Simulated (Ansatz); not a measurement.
Job for Ansatz (a program for electronic structure): U-wB97X-V/cc-pVTZ on AsN, a point of a bond scan (R = 1.289 Å).

Ansatz 0.2 input:
```yaml
crystal:
  periodic: [false, false, false]
  atoms:
    - {symbol: As, position_ang: [-0.00000000, -0.00000000, -0.28199367]}
    - {symbol: N, position_ang: [0.00000000, 0.00000000, 1.00712023]}
basis:
  gaussian:
    orbitals: cc-pVTZ
hamiltonian:
  xc: {name: wB97X-V}
magnetization: {spin_polarized: true, initial_magnetization: 0}
```

The head of its log:

```
WARN ansatz: RAYON_NUM_THREADS=1 ignored (pool sized by the plan → 1); use --threads N
Functional definition: wB97X-V
integrals: 0.02 GiB planned
583 factors; their error is unknown
integrals: 0.06 GiB planned
89 factors; integrals over basis functions are off by at most 9.2e-5 eV
mean field: 0.35 GiB planned
mean field evaluation 1: about -62311.1716 eV, gradient 4.7e1 eV
mean field evaluation 2: about -62300.1239 eV, gradient 6.6e1 eV
```

**Question.** What total energy does the run end on?

**Answer.** -2290.2051 hartree.
